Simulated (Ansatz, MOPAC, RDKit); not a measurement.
Complex: H2S (SMILES S) (first 3 atoms) with C3H4 (SMILES C=C=C); geometry from B3LYP-D3(BJ)/def2-TZVP, rigid monomers moved along the line of their centres of mass till H3···C5 is 3.04 Å.
(charge 0, multiplicity 1):
```xyz
10

S      0.179     0.153    -0.500
H      0.318    -1.180    -0.420
H      0.668     0.334     0.740
C     -1.256    -0.322     3.485
C      0.001    -0.058     3.682
C      1.262     0.210     3.861
H     -1.912    -0.581     4.308
H     -1.681    -0.287     2.488
H      1.600     1.221     4.061
H      2.015    -0.569     3.827
```

Counterpoise-corrected where a basis set is named; no monomer relaxation. RDKit's UFF carries no charges.

The state reached by PM6 isn't checked.

Programs: Ansatz (Gaussian basis) for Hartree–Fock, density functionals and correlated methods; MOPAC for PM6 (differences of heats of formation); RDKit for the force fields. 

Q: One of these levels gives -0.94 kcal/mol for the interaction energy. Which?
A. r2SCAN/def2-TZVPPD
B. PM6
C. UFF

A: C, UFF. The others give -0.63 (PM6), -1.47 (r2SCAN/def2-TZVPPD)

Ansatz is a program for electronic structure.
